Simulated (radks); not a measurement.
Values are calculated unless marked as measured or tabulated.
Question: All-electron atom: Tc4+ in [Kr] 4d3. Level of theory: scalar-relativistic Kohn-Sham, XLYP, spin-polarised, spherical densities, finite nucleus; open shells are filled with parallel spins first (spin-orbit coupling, left out, can overturn this in heavy ions); Fermi nuclear charge, rms radius 4.4112 fm (a radial shooting solver on a logarithmic mesh with Libxc functionals). Some entries of the table are withheld. Estimate them.

| orbital | occ. | eigenvalue (hartree) | <r^2> (bohr^2) | <r> (bohr) |
|---|---|---|---|---|
| 1s down | 1 | -768.8538 | 0.001586 | 0.03428 |
| 1s up | 1 | -768.8535 | 0.001586 | 0.03428 |
| 2s up | 1 | -111.2044 | 0.02638 | 0.1496 |
| 2s down | 1 | -111.1864 | 0.02637 | 0.1496 |
| 2p up | 3 | -99.71952 | 0.02076 | 0.1304 |
| 2p down | 3 | -99.70599 | 0.02075 | 0.1303 |
| 3s up | 1 | -20.79315 | 0.1976 | 0.4154 |
| 3s down | 1 | -20.78369 | 0.1976 | 0.4154 |
| 3p up | 3 | -17.02518 | 0.2016 | 0.4163 |
| 3p down | 3 | -17.01447 | 0.2015 | 0.4163 |
| 3d up | 5 | -10.92822 | 0.1909 | 0.3988 |
| 3d down | 5 | -10.91159 | 0.1907 | 0.3987 |
| 4s up | 1 | (1) | 1.232 | 1.044 |
| 4s down | 1 | (2) | 1.225 | 1.041 |
| 4p up | 3 | -3.35983 | 1.486 | 1.142 |
| 4p down | 3 | -3.26611 | 1.484 | 1.141 |
| 4d up | 3 | -1.83967 | (3) | 1.439 |
| 4d down | 0 | -1.74939 | (4) | 1.460 |

Answer: 
(1) 4s up eigenvalue (hartree): -4.41054
(2) 4s down eigenvalue (hartree): -4.32177
(3) 4d up <r^2> (bohr^2): 2.409
(4) 4d down <r^2> (bohr^2): 2.493
